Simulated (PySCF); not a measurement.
Trends in electronic spectra. Computed, not measured: PySCF 2.14.0, density-fitted response routines, TDDFT B3LYP/def2-SVPD, vertical, gas phase, core orbitals frozen in the response. Geometries: PBE0-D3(BJ)/def2-SVP; one conformer of each isolated species. Triplets are in the Tamm–Dancoff approximation.

Task: Rank by computed lowest singlet excitation energy, lowest first.
A. `FB1CCCCC1`
B. `COBOC`
C. `N#C[C@@H]1C[C@]1(Cl)C(Cl)Cl`
D. `[NH3]->[Zn](<-[NH3])([Cl])[Cl]`
E. `CCCSC`

Result: E (5.31 eV), D (5.53 eV), A (5.91 eV), C (6.32 eV), B (7.49 eV).

```csv
SMILES,S1 (eV),HOMO (eV),first f ≥ 0.01 (nm),α (au),gap (eV),S1 mainly
CCCSC,5.31,-6.05,207,74.0,6.42,H→L (77%)
[NH3]->[Zn](<-[NH3])([Cl])[Cl],5.53,-7.29,221,77.6,6.31,H→L (96%)
FB1CCCCC1,5.91,-7.67,173,70.6,7.25,H→L (96%)
N#C[C@@H]1C[C@]1(Cl)C(Cl)Cl,6.32,-8.55,177,101.4,7.39,H→L (95%)
COBOC,7.49,-7.95,164,50.5,8.32,H→L+1 (97%)
```

H and L stand for HOMO and LUMO.

- `CCCSC`: Löwdin shares by element: HOMO sulfur 70%, carbon 19% or more; LUMO (one of a set within 0.03 eV) sulfur 43%, carbon 18% or more, hydrogen 6% or more (atoms not listed hold the other 34%).
- `[NH3]->[Zn](<-[NH3])([Cl])[Cl]`: for S1 the Löwdin share of zinc is at most 4% in HOMO and 28% in LUMO.
- `FB1CCCCC1`: Löwdin shares by element: HOMO carbon 33% or more, boron 19%, fluorine 10% (atoms not listed hold the other 38%); LUMO boron 38%, carbon 23% or more, fluorine 12% (atoms not listed hold the other 28%).
- `N#C[C@@H]1C[C@]1(Cl)C(Cl)Cl`: Löwdin shares by element: HOMO chlorine 44% or more, carbon 24% or more, nitrogen 9% (atoms not listed hold the other 23%); LUMO chlorine 50%, carbon 12% or more (atoms not listed hold the other 37%).
- `COBOC`: Löwdin shares by element: HOMO oxygen 64%, carbon 16% (atoms not listed hold the other 20%); LUMO oxygen 40%, boron 36%, hydrogen 14% or more.
